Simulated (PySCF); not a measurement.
Excitations are Tamm–Dancoff values on a coarser integration grid. The basis has no diffuse functions, so Rydberg states are missing or too high.

Species: C8H6S, SMILES `c1ccc2cscc2c1` (charge 0, multiplicity 1).

Give the S1 oscillator strength, S1 excitation (TDA) and dipole moment at the level PBE-D3(BJ)/def2-TZVP // PBE-D3(BJ)/def2-SVP (PySCF).


| Property | Result |
|---|---|
| S1 oscillator strength | 0.075 |
| S1 excitation (TDA) | 3.64 eV |
| dipole moment | 0.01 D |
